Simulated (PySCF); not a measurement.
## Mayer bond orders and bond lengths

C₆H₈NP.
SMILES with atom numbers: `[CH3:1][PH:2][c:3]1[cH:4][cH:5][cH:6][n:7][cH:8]1` (hydrogens: H9, H10, H11 on C1; H12 on P2; H13 on C4; H14 on C5; H15 on C6; H16 on C8)

Cartesian coordinates in Å at the GFN2-xTB level; atoms count from 1:
```
atom  x, y, z in Å
C1     2.6704    0.2006    0.1485
P2     1.5128   -0.9769    0.9920
C3    -0.0708   -0.2891    0.3890
C4    -0.9948   -1.0582   -0.3113
C5    -2.1951   -0.4858   -0.6953
C6    -2.4319    0.8376   -0.3560
N7    -1.5695    1.5749    0.3238
C8    -0.4293    1.0244    0.6906
H9     2.6857    1.1437    0.6920
H10    3.6710   -0.2266    0.1761
H11    2.3733    0.3807   -0.8831
H12    1.5855   -1.9701    0.0060
H13   -0.7731   -2.0891   -0.5543
H14   -2.9294   -1.0536   -1.2462
H15   -3.3525    1.3324   -0.6363
H16    0.2401    1.6642    1.2531
```

Bond orders from the PBE0/pcSseg-1 density (PySCF). Isolated species at its GFN2-xTB geometry (one conformer only).

Where do the orders between heavy atoms depart from those drawn in the SMILES?

The largest departure is 0.141, at C8–C3 (drawn aromatic, 1.359), counting aromatic bonds as 1.5. The bonds drawn aromatic range from 1.36 to 1.50.

Give the Mayer order of every bond, beside its length.

| bond | drawn as | length (Å) | Mayer order |
| --- | --- | --- | --- |
| C1–P2 | single | 1.854 | 1.000 |
| P2–C3 | single | 1.829 | 0.925 |
| C3–C4 | aromatic | 1.391 | 1.407 |
| C4–C5 | aromatic | 1.384 | 1.440 |
| C5–C6 | aromatic | 1.387 | 1.394 |
| C6–N7 | aromatic | 1.323 | 1.467 |
| N7–C8 | aromatic | 1.318 | 1.505 |
| C8–C3 | aromatic | 1.395 | 1.359 |
| C1–H9 | single | 1.089 | 0.954 |
| C1–H10 | single | 1.088 | 0.957 |
| C1–H11 | single | 1.089 | 0.951 |
| P2–H12 | single | 1.401 | 0.936 |
| C4–H13 | single | 1.082 | 0.976 |
| C5–H14 | single | 1.079 | 0.959 |
| C6–H15 | single | 1.082 | 0.972 |
| C8–H16 | single | 1.083 | 0.976 |

Bonds between the same two heavy elements. C–P: lowest P2–C3 (0.925, 1.829 Å), highest C1–P2 (1.000, 1.854 Å); in 1 of the 1 pairs the longer bond (by over 0.003 Å) has the higher order (by 0.02 or more). C–C: lowest C8–C3 (1.359, 1.395 Å), highest C4–C5 (1.440, 1.384 Å). C–N: lowest C6–N7 (1.467, 1.323 Å), highest N7–C8 (1.505, 1.318 Å).

Sum the orders of all bonds at each heavy atom with more than one neighbour and set the sums beside the valence in the SMILES.

C1 3.862 (drawn 4), P2 2.861 (drawn 3), C3 3.691 (drawn 4), C4 3.823 (drawn 4), C5 3.793 (drawn 4), C6 3.833 (drawn 4), N7 2.972 (drawn 3), C8 3.840 (drawn 4). Orders between atoms that aren't bonded are not in these sums.

The Mayer order sums products of elements of PS (density times overlap matrix) between the two atoms' basis functions, so it depends on the basis set.
